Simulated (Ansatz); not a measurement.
Molecule: MnCl2, charge 0, multiplicity 6. The spin state was set by rule; other spins were not relaxed. SMILES: [Cl][Mn][Cl]
Geometry: optimised at B3LYP-D3(BJ)/def2-TZVP (Ansatz, an electronic-structure program).

Property: atomisation energy (electronic, to ground-state atoms), in kJ/mol. Correlated levels leave the core frozen unless marked. Open shells are spin-unrestricted. No spin-orbit coupling. Frozen are the shells of the preceding noble gas and the d and f shells that filled before the atom's block. No relativistic terms. The coupled-cluster limit lacks core correlation, which all-electron functionals hold. CBS marks a two-point X^-3 extrapolation of the correlation energy; Hartree-Fock from the larger set. The bracket is a focal-point correction in the basis named.

```json
[
 {"level": "HF/def2-QZVPP", "program": "Ansatz", "atomisation energy (kJ/mol)": "611.7"},
 {"level": "r2SCAN-D3(BJ)/def2-TZVPD", "program": "Ansatz + dftd3", "atomisation energy (kJ/mol)": "848.7"},
 {"level": "r2SCANh/def2-TZVPD", "program": "Ansatz", "atomisation energy (kJ/mol)": "829.2"},
 {"level": "HSE06-D3(BJ)/def2-TZVPD", "program": "Ansatz + dftd3", "atomisation energy (kJ/mol)": "812.8"},
 {"level": "wB97X-V/def2-TZVPD", "program": "Ansatz", "atomisation energy (kJ/mol)": "811.3"},
 {"level": "RPA@PBE/def2-QZVPP", "program": "Ansatz", "atomisation energy (kJ/mol)": "680.1"},
 {"level": "MP2/def2-TZVPP", "program": "Ansatz", "atomisation energy (kJ/mol)": "795.8"}
]
```

Problem. What does RI-MP2/CBS(def2-TZVPPD,def2-QZVPPD)+[CCSD(T)-MP2]/def2-TZVPPD (Ansatz) give?

Solution. 790.9 kJ/mol
